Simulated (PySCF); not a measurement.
Frontier orbitals and the lowest excitations

C₇H₁₀O₂.
Geometry (PBE0-D3(BJ)/def2-SVP, Å), atoms numbered from 1 in this order:
```
atom  x, y, z in Å
C1     2.9569    0.8960    0.4542
C2     1.8167   -0.0195    0.1213
O3     1.6433   -1.1184    0.5760
O4     0.9842    0.5545   -0.7670
C5    -0.1363   -0.2103   -1.1332
C6    -1.3820    0.5708   -1.4547
C7    -1.2907   -0.2567   -0.2271
C8    -1.5021   -0.0940    1.2257
C9    -2.0503   -1.2999    0.4898
H10    2.5721    1.7748    0.9933
H11    3.4334    1.2627   -0.4657
H12    3.6837    0.3669    1.0801
H13    0.1166   -1.0967   -1.7245
H14   -1.3107    1.6567   -1.3402
H15   -1.9979    0.2287   -2.2919
H16   -0.6445   -0.2581    1.8840
H17   -2.2106    0.6689    1.5619
H18   -3.1311   -1.3548    0.3282
H19   -1.5548   -2.2601    0.6589
```

Theory: PySCF, TDDFT PBE0/def2-SVPD, vertical, gas phase, core orbitals frozen in the response.

Kohn–Sham orbitals with the atoms that hold most of them (Löwdin shares over 4%, at most four atoms; ? is withheld):

```
orbital  ε (eV)                             atoms
 LUMO+2    1.15  C9 14%, H15 14%, C6 13%, H18 10%
 LUMO+1    0.72     C1 21%, C2 12%, O4 9%, H11 8%
   LUMO       ?                                 ?
   HOMO   -7.85                                 ?
 HOMO-1   -8.01     O3 32%, C7 16%, O4 12%, C6 9%
 HOMO-2   -8.25    O3 24%, C9 15%, C6 13%, C7 11%
 HOMO-3   -8.46     C7 29%, C8 25%, C9 13%, C6 8%
```

(1) Which atoms hold the LUMO, and with what shares?

(2) Give the leading atoms of the HOMO.

(3) What is the LUMO energy, and the HOMO–LUMO gap?

Answers

(1) C2 (bonded to C and 2 O) 36%; O3 (bonded to C) 29%; O4 (bonded to 2 C) 12%; C1 (bonded to C and 3 H) 9%. By element: carbon 45% or more, oxygen 41%.

(2) C5 (bonded to 2 C, O and H) 16%; O3 (bonded to C) 16%; O4 (bonded to 2 C) 15%; C9 (bonded to 2 C and 2 H) 12%. By element: oxygen 30%, carbon 29% or more.

(3) ε(LUMO) = 0.17 eV; the gap is 8.03 eV (0.2950 hartree).

Question: How does S1 compare with the orbital gap of 8.03 eV?

Answer: S1 is at 5.86 eV (f = 0.0009), 2.17 eV below the gap, made of HOMO-1→LUMO (40%), HOMO→LUMO (33%), HOMO-2→LUMO (23%). Its leading pair isn't HOMO and LUMO; the energies of that pair differ by 8.18 eV. Without the coupling terms of the response equations the lowest excitation would equal the gap.

Question: One configuration dominates each of S4 and S6. Which, and how do the shares of the two leading atoms of either orbital change from the occupied to the empty one?

Answer: 
- S4 (7.53 eV, f 0.032), HOMO→LUMO+1 (82%): C5 16% → at most 9%, O3 16% → at most 9%, C1 at most 13% → 21%, C2 at most 13% → 12%
- S6 (7.66 eV, f 0.011), HOMO-1→LUMO+1 (81%): O3 32% → at most 9%, C7 16% → at most 9%, C1 at most 10% → 21%, C2 at most 10% → 12%

Löwdin shares depend on the basis, the more so with diffuse functions.

The run took about 1.9 min of CPU time (one thread, shared machine).

One conformer stands for the species.
